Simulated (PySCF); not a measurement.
B(F)(OH)(OSiH3) (BFH4O2Si), SMILES OB(F)O[SiH3]. Atoms are numbered in the order given.

```xyz
9

B     -0.0479     0.9611     0.0000
F     -0.7949     2.0813     0.0000
O      1.3183     1.0410     0.0000
H      1.6328     1.9622     0.0000
O     -0.6783    -0.2450     0.0000
Si     0.0066    -1.7941     0.0000
H      0.8446    -1.9967    -1.2300
H      0.8446    -1.9967     1.2300
H     -1.1416    -2.7563     0.0000
```
Charge 0, spin multiplicity 1.

Geometry: PBE-D3(BJ)/def2-SVP. This is a generated structure with no PubChem entry under its InChIKey; it may be hypothetical. The values are those of a single conformer.

The numbers are results of PBE-D3(BJ)/def2-SVP (PySCF 2.14.0), not measurements.

Frequencies are harmonic and unscaled.

Question: List the normal modes with their intensities. (The exact figures need the calculation; the answer reports its results.)

Answer: 
| mode | ν (cm⁻¹) | IR (km/mol) | moving atoms (share of kinetic energy) |
|---|---|---|---|
| 1 | 76 | 0.0 | H 76 %, O 13 %, F 8 % |
| 2 | 98 | 3.9 | O 51 %, H 27 %, F 14 % |
| 3 | 107 | 2.4 | O 54 %, Si 26 %, H 13 % |
| 4 | 392 | 18.3 | F 49 %, Si 22 %, O 18 % |
| 5 | 454 | 14.9 | O 43 %, F 27 %, H 18 %, B 10 % |
| 6 | 511 | 103.7 | H 90 %, O 8 % |
| 7 | 649 | 22.5 | B 71 %, H 15 % |
| 8 | 683 | 23.2 | H 56 %, O 18 %, Si 13 %, F 9 % |
| 9 | 701 | 76.9 | H 69 %, O 12 %, B 11 % |
| 10 | 740 | 55.8 | O 49 %, H 33 %, Si 14 % |
| 11 | 912 | 62.0 | H 96 % |
| 12 | 914 | 66.7 | H 96 % |
| 13 | 934 | 211.3 | H 78 %, O 10 % |
| 14 | 966 | 159.7 | H 46 %, O 27 %, F 14 %, Si 10 % |
| 15 | 1006 | 81.5 | O 49 %, H 42 % |
| 16 | 1395 | 381.8 | B 74 %, O 14 %, F 11 % |
| 17 | 1457 | 646.8 | B 70 %, O 24 % |
| 18 | 2176 | 59.1 | H 98 % |
| 19 | 2184 | 126.0 | H 96 % |
| 20 | 2203 | 108.6 | H 96 % |
| 21 | 3758 | 80.7 | H 94 % |
